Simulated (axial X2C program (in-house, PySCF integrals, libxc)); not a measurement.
Testing model relations on AuH

A bond curve at the PBE0 level, with spin–orbit coupling, was computed with an axial X2C code built on PySCF integrals (basis Au dyall-cv3z [13s14p9d6f4g], H dyall-v3z [6s2p1d] (cores contracted in-house)) for the state Ω = 0 (closed shell). Its fit gives Re = 1.5324 Å, ωe = 2276.0 cm⁻¹, ωexe = 40.3 cm⁻¹ and αe = 2.071e-01 cm⁻¹; the masses are 196.9666 and 1.0078 u. Two-component means X2C with spin–orbit coupling and atomic mean-field Coulomb and Gaunt terms.

(1) Find the reduced mass, Be and the force constant.

(2) Scale the constants to the deuteride (D 2.0141 u) within the Born–Oppenheimer picture.

(3) Where do the fundamental and the first overtone lie?

(4) A Morse curve ties αe to the other constants (Pekeris). How well does that hold?

(5) Give B0, the J = 1←0 line in GHz and the most populated J at 300 K (kT = 208.5 cm⁻¹).

The state is one determinant whose occupation by symmetry is held fixed; it was picked as the lowest of a PBE0 search that is not exhaustive.

Results:

(1) From the PBE0 values: μ = 1.0027 u. Be = 16.8576/(μ Re²) = 7.16 cm⁻¹. k = 5.8918×10⁻⁷ μ ωe² = 3.06 mdyn/Å.

(2) ρ = √(μH/μD) = 0.7092; ωe = 1614.1, ωexe = 20.3, Be = 3.601 cm⁻¹; the zero-point energy falls by 326 cm⁻¹.

(3) ν(1←0) = ωe − 2ωexe = 2195.4 cm⁻¹; ν(2←0) = 2ωe − 6ωexe = 4310.2 cm⁻¹.

(4) αe(Morse) = 6Be²/ωe × (√(ωexe/Be) − 1) = 1.855e-01 cm⁻¹; the PBE0 curve gives 2.071e-01 cm⁻¹, a ratio of 0.90.

(5) B0 = Be − αe/2 = 7.056 cm⁻¹; 2B0 = 423.1 GHz; J(max) ≈ √(kT/2B0) − 1/2 = 3.3, so J = 3.
